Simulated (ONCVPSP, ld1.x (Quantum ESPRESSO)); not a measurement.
# Hardness and transferability of assorted potentials

Generated with ld1.x 7.5 (TM, RRKJ, ultrasoft, PAW), atompaw 4.2 or ONCVPSP 4.0.1. The cutoff is in Ry: for ld1.x and atompaw files where the sum of valence levels is converged to 10 mRy in a Bessel basis, for ONCV files where the hardest occupied wave has 1 mHa per electron of residual kinetic energy. The error is the largest all-electron minus pseudo excitation energy over each file’s own four to seven test configurations (ionisations up to +4, promotions, holes and added fractions of an electron), all of which were solved. The labels leave out finer settings (local radius, basis sizes, second energies), which also bear on the numbers. Spin-polarised tests are not counted. The rows are a selection from randomly drawn settings: files with unsolved tests, undetermined cutoffs or missed reference levels are left out.

A true bound ghost makes a file unfit for plane-wave use even where its test errors are small: the radial tests pick states by their node count and pass the ghost by.

```csv
element,potential,cutoff (Ry),largest error (meV),bound ghosts
Si,"ultrasoft, BLYP, scalar-relativistic, rc 1.85/2.10 (sp), local smoothed, core correction yes, reference 3s1 3p3",10,+5.6,none
Rb,"ONCV, PBE, fully relativistic, rc 2.30/2.25/2.05 (spd), local d, core correction no, reference 4s2 4p6 5s1, qcut 4.1/5.5/4.5, projectors 2/2/0",13,-131,none
Te,"ONCV, LDA (Perdew-Wang 92), non-relativistic, rc 1.90/1.30/1.55 (spd), local smoothed, core correction no, reference 4p6 4d10 5s2 5p4, qcut 3.1/13/11.6, projectors 2/2/3",90,-2.9,none
Cs,"ONCV, LDA (Perdew-Zunger), scalar-relativistic, rc 2.70/2.95/2.90 (spd), local smoothed, core correction yes, reference 5s2 5p6 6s1, qcut 4.7/5.2/3.4, projectors 2/2/2",13,-85,none
Tb,"ONCV, PBE, scalar-relativistic, rc 2.25/2.55/2.15 (spd), local smoothed, core correction yes, reference 5s2 5p6 5d1 6s1, qcut 6.6/5.9/4.4, projectors 3/2/2",25,-24,none
```

Problem. Fill in the row for I: ONCV, PBE, scalar-relativistic, rc 1.80/1.55/1.40 (spd), local smoothed, core correction yes, reference 4d10 5s2 5p4, qcut 3.1/5.3/13.6, projectors 2/2/1.

Solution. cutoff 107 Ry, largest error -8.7 meV, bound ghosts: p.

Problem. Fill in the row for Cu: ONCV, PBEsol, scalar-relativistic, rc 1.35/0.65/1.15/1.10 (spdf), local smoothed, core correction yes, reference 3s2 3p6 3d10 4s0.5, qcut 9/15.2/16.6/11.6, projectors 2/1/2/2.

Solution. cutoff 186 Ry, largest error +2.7 meV, bound ghosts: none.
